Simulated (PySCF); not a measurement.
CH₇FOSi₂. Atoms are numbered in the order given.

```xyz
12

O      0.1931    -1.5485     0.6992
Si     0.5466     0.0761     0.8624
F      2.1688     0.2658     1.0388
C     -0.0376     0.8922    -0.7047
Si    -1.6489     0.1659    -1.4001
H      0.3625    -2.1145     1.4715
H     -0.0601     0.6576     2.1053
H     -0.1771     1.9772    -0.5117
H      0.7568     0.8006    -1.4764
H     -2.6865     0.0676    -0.3140
H     -2.1905     1.0634    -2.4819
H     -1.4122    -1.1976    -1.9800
```
Charge 0, spin multiplicity 1.

The structure is a stationary point at PBE-D3(BJ)/def2-SVP. The structure was generated by enumeration; whether it is a known compound was not checked. One conformer was computed; it need not be the lowest.

All values below come from PySCF with PBE/def2-TZVP.

Atomic charges (e):

| atom | IAO | Löwdin |
|---|---|---|
| O1 | -0.77 | -0.10 |
| Si2 | 1.35 | 0.02 |
| F3 | -0.52 | -0.01 |
| C4 | -0.87 | -0.51 |
| Si5 | 0.57 | 0.22 |
| H6 | 0.37 | 0.18 |
| H7 | -0.16 | -0.04 |
| H8 | 0.18 | 0.16 |
| H9 | 0.18 | 0.16 |
| H10 | -0.11 | -0.03 |
| H11 | -0.11 | -0.03 |
| H12 | -0.10 | -0.03 |

Computed Mayer and Wiberg (Löwdin basis) orders of the bonds:
```csv
bond,Mayer,Wiberg
O1–Si2,1.22,1.68
Si2–F3,1.12,1.68
Si2–C4,1.01,1.19
C4–Si5,0.98,1.20
O1–H6,0.88,1.01
Si2–H7,0.92,0.90
C4–H8,0.91,0.83
C4–H9,0.91,0.83
Si5–H10,0.95,0.95
Si5–H11,0.94,0.95
Si5–H12,0.95,0.95
```
